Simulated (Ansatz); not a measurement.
Total energies of the cluster Sr₂Se (the lowest singlet isomer of a short search) from Ansatz at PBE-D4/def2-TZVP, gas phase (1 Eh = 27.2114 eV = 2625.5 kJ/mol). The reference geometry is relaxed at r2SCAN-D4/def2-TZVP.

```tsv
atom	x (Å)	y (Å)	z (Å)
Sr1	0.2148	-0.6522	1.8418
Sr2	-1.1261	-0.3560	-1.5713
Se3	0.9113	1.0082	-0.2705
```

```json
{"state": "charge 0 singlet", "geometry": "reference", "energy (Eh)": "-2462.69817"}
{"state": "charge 1 doublet", "geometry": "reference", "energy (Eh)": "-2462.51829"}
{"state": "charge 0 triplet", "geometry": "relaxed at r2SCAN-D4/def2-TZVP", "energy (Eh)": "-2462.68971"}
{"state": "charge 0 quintet", "geometry": "relaxed at r2SCAN-D4/def2-TZVP", "energy (Eh)": "-2462.57665"}
{"state": "free Sr atom (singlet)", "geometry": "–", "energy (Eh)": "-30.68408"}
{"state": "free Se atom (triplet)", "geometry": "–", "energy (Eh)": "-2401.12489"}
```

In the def2 sets Sr takes a core potential; there is no spin–orbit coupling.

Q: Work out the vertical ionisation energy to the doublet.

A: E(charge 1 doublet) − E(charge 0 singlet) = -2462.51829 − (-2462.69817) = 0.17988 Eh = 4.89 eV. For comparison, −ε of the highest occupied level is 3.20 eV at this level, 1.69 eV less.

Q: Which of the charge 0 states is lowest, and how far above it are the others?

A: The singlet. triplet: -2462.68971 − (-2462.69817) = 0.00846 Eh = 22.2 kJ/mol; quintet: -2462.57665 − (-2462.69817) = 0.12152 Eh = 319.1 kJ/mol. The triplet differs in its bonds from the reference.

Q: What is the binding energy per atom against free atoms?

A: Atoms: 2 × (-30.68408) + 1 × (-2401.12489) = -2462.49305 Eh. Binding: -2462.49305 − (-2462.69817) = 0.20512 Eh = 5.58 eV, or 1.86 eV for each of 3 atoms (no zero-point energy, no counterpoise term).

The structure comes from a short search, and lower isomers may exist.
